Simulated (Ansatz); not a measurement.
Ansatz (a first-principles code) input:

Ansatz 0.2 input:
```yaml
crystal:
  periodic: [false, false, false]
  atoms:
    - {symbol: C, position_ang: [-2.68123845, -0.65613258, -0.67488810]}
    - {symbol: C, position_ang: [-1.33649306, 0.06770196, -0.63759386]}
    - {symbol: C, position_ang: [-1.40607006, 1.31607737, 0.24005172]}
    - {symbol: C, position_ang: [-0.22056100, -0.88944582, -0.16564680]}
    - {symbol: C, position_ang: [1.14994023, -0.31625024, -0.26371769]}
    - {symbol: C, position_ang: [1.98996841, -0.09123223, 0.81007226]}
    - {symbol: C, position_ang: [3.25504564, 0.45214273, 0.73465998]}
    - {symbol: H, position_ang: [-2.64608742, -1.52941083, -1.32969742]}
    - {symbol: H, position_ang: [-3.47377418, 0.00317517, -1.03449624]}
    - {symbol: H, position_ang: [-2.96319789, -0.99915892, 0.32453801]}
    - {symbol: H, position_ang: [-1.08916990, 0.38118246, -1.65861469]}
    - {symbol: H, position_ang: [-1.65242950, 1.04652935, 1.27127186]}
    - {symbol: H, position_ang: [-0.45392818, 1.84780530, 0.25475381]}
    - {symbol: H, position_ang: [-2.17528510, 2.00381371, -0.11680449]}
    - {symbol: H, position_ang: [-0.42583170, -1.19121856, 0.86672849]}
    - {symbol: H, position_ang: [-0.28022650, -1.79962318, -0.77592960]}
    - {symbol: H, position_ang: [1.49881132, -0.04028444, -1.25589027]}
    - {symbol: H, position_ang: [1.61760725, -0.36679407, 1.79425870]}
    - {symbol: H, position_ang: [3.68131382, 0.74656652, -0.21628816]}
    - {symbol: H, position_ang: [3.85864761, 0.60025057, 1.61854513]}
basis:
  gaussian:
    orbitals: cc-pVTZ
magnetization: {spin_polarized: true, initial_magnetization: 1}
correlation: {method: ccsd_t, electrons: outside_noble_gas}
```

Q: Which total energy does the run end on?

A: -273.99750 Eh (CCSD(T)/cc-pVTZ). The basis has 392 functions.

It need not be the lowest isomer of its formula.

The determinant is spin-contaminated: <S^2> is 0.95 against 0.75 for a pure state.
